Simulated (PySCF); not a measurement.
C5H11ClSi2.
Numbering: `[CH3:1][C:2]1=[CH:3][SiH2:4][C@@H:5]1[SiH2:6][CH2:7][Cl:8]`

Structure used (GFN2-xTB), in Å, numbered top down from 1:
```xyz
19
C5H11ClSi2 angstrom
C     -2.0086   -1.4764    0.7086
C     -1.5330   -0.2416    0.0389
C     -2.0931    0.4945   -0.9319
Si    -0.7074    1.7589   -0.9882
C     -0.2220    0.4373    0.3528
Si     1.2938   -0.6601    0.0944
C      2.8467    0.4420    0.2377
Cl     4.2809   -0.5511   -0.1234
H     -1.3173   -2.2938    0.5028
H     -2.0350   -1.3323    1.7889
H     -3.0023   -1.7530    0.3620
H     -3.0330    0.3063   -1.4253
H      0.1404    1.8215   -2.1767
H     -0.9731    3.0965   -0.4575
H     -0.2123    0.8237    1.3754
H      1.4220   -1.7120    1.1124
H      1.2937   -1.2625   -1.2415
H      2.8527    1.2651   -0.4722
H      2.9970    0.8460    1.2356
```

NICS = −σ at a ghost point: NICS(0) at the centroid of the ring atoms, NICS(1) 1 Å to either side along the normal of their mean plane, zz for the tensor component along that normal. Level: GIAO PBE0/pcSseg-1 (PySCF, non-relativistic, gas phase) on the GFN2-xTB geometry, one conformer.

Ring bond lengths (Å), with Mayer bond orders in brackets: C2–C3 1.341 (1.77), C3–Si4 1.877 (0.96), Si4–C5 1.944 (0.87), C5–C2 1.509 (0.97).

Problem. What do the NICS probes read (ppm)?

Solution. 
| ring | type | NICS(0) | NICS(1), two faces | NICS(1)zz, two faces | rms pucker (Å) | centre to ring atoms, mean (Å) |
| --- | --- | --- | --- | --- | --- | --- |
| C2–C3–Si4–C5 | 4-membered ring with Si; formal bonds 1 double, 3 single | 0.6 | -2.3 / -2.0 | 4.2 / 3.5 | 0.01 | 1.17 |

Problem. What can be read from them?

Solution. 
- C2–C3–Si4–C5: mean NICS(1)zz 3.8 ppm, deshielded. Si4, C5 have four or more neighbours, so the value isn't read as a sign of a π ring current.

Problem. At the first NICS(1) probe listed for ring C2–C3–Si4–C5, 1 Å off the ring, how large is the induced field along the normal in 9.4 T applied along it?

Solution. NICSzz × B0 = 4.2 ppm × 9.4 T = 39 μT, along the applied field.

Problem. What are the shieldings of the ring atoms and their hydrogens in the same run (means over atoms taken as equivalent)?

Solution. 
```
atoms                      environment  σ isotropic (ppm)
   C2  fully substituted alkene carbon               11.6
   C3                 alkene CH carbon               56.9
  Si4                     SiH2 silicon              400.0
   C5      sp3 carbon bound to silicon              165.1
  H12                 vinylic hydrogen              26.06
  H13                    Si–H hydrogen              26.94
  H14                    Si–H hydrogen              26.85
  H15                 methine hydrogen              30.09
```
